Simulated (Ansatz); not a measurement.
`C=N[SiH2]N1BC1` + H₂ → `[SiH3]N1BC1` + `C=N`  (hydrogenolysis of the Si–N bond)

Program: Ansatz. Geometries: PBE0-D4/def2-TZVP. ΔE: electronic, gas phase. CCSD(T)/CBS adds triple-zeta CCSD(T) − MP2 to the extrapolated MP2 energy (def2 sets, frozen cores). This one scheme is used for every species. DFT in def2-TZVPP. Each species was taken in one conformer, which may not be the lowest.

**Question.** Is it downhill or uphill in electronic energy at CCSD(T)/CBS, and by how much? (Best estimate.)

**Answer.** The calculation gave: Uphill: ΔE = +6.4 kcal/mol.

**Question.** What do these levels give: PBE-D4, ωB97X-V, ωB97M-V, PBE, r2SCAN, PBE0, MP2/def2-TZVPP, SCS-MP2/def2-TZVPP, HF/def2-QZVPP, MP2/def2-QZVPP, SCS-MP2/def2-QZVPP, MP2/CBS(def2)? (Estimate.)

**Answer.** Ansatz gave: PBE-D4 6.3, ωB97X-V 5.5, ωB97M-V 6.2, PBE 4.5, r2SCAN 6.8, PBE0 4.0, MP2/def2-TZVPP 7.8, SCS-MP2/def2-TZVPP 6.2, HF/def2-QZVPP 2.2, MP2/def2-QZVPP 8.4, SCS-MP2/def2-QZVPP 6.7, MP2/CBS(def2) 8.6 kcal/mol.

Largest T1 diagnostic among the species: 0.014.

The D4 term adds +2.8 kcal/mol with B3LYP and +1.6 kcal/mol with PBE0; it sums over pairs of atoms, weighted by their polarisabilities, and B3LYP, whose exchange is more repulsive, gets the larger term. In def2-TZVPP, CCSD(T) changes the Hartree–Fock value by +3.6 kcal/mol (the triples alone add +1.1 kcal/mol) and MP2 by +5.8 kcal/mol.

B3LYP here is the variant with VWN-RPA as its local correlation; programs differ in this.
